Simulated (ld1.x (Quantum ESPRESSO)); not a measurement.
**Transferability test, TM potential for Co (Z = 27)**

| Property | Result |
| --- | --- |
| Element | Co |
| Generator | ld1.x (Quantum ESPRESSO) 7.5 |
| Type | norm-conserving Troullier–Martins (Kleinman–Bylander form) |
| Functional | PBE |
| Relativity | scalar-relativistic |
| Frozen core | [Ar] |
| Valence charge | 9 |
| Reference configuration | 3d7 4s0.5 4p0 (charge +1.5) |
| Partial waves | 4s (bound): rc 1.80 bohr; 4p (bound, empty): rc 2.00 bohr; 3d (bound): rc 1.50 bohr |
| Local potential | all-electron potential smoothed inside 1.70 bohr (lloc = -2) |
| Core correction | none |

Energies are relative to the spin-unpolarised reference configuration 3d7 4s0.5 4p0; without spin polarisation the order of configurations can differ from experiment.

| valence configuration | charge | ΔE all-electron (eV) | error AE − PS (meV) |
| --- | --- | --- | --- |
| 3d7 4s2 4p0 | 0 | -16.400 | +62 |
| 3d7 4s0 4p0 | +2 | 9.416 | +17 |
| 3d8 4s1 4p0 | 0 | -17.602 | -7.5 |
| 3d7.5 4s1.5 4p0 | 0 | -17.360 | +54 |
| 3d6 4s2 4p1 | 0 | -6.739 | -200 |
| 3d7 4s0 4p1 | +1 | -2.001 | +4.3 |

Q: What are ΔE and the potential's error for 3d7 4s1 4p0?

A: ΔE = -7.370 eV all-electron; the error (AE − PS) is +12 meV.
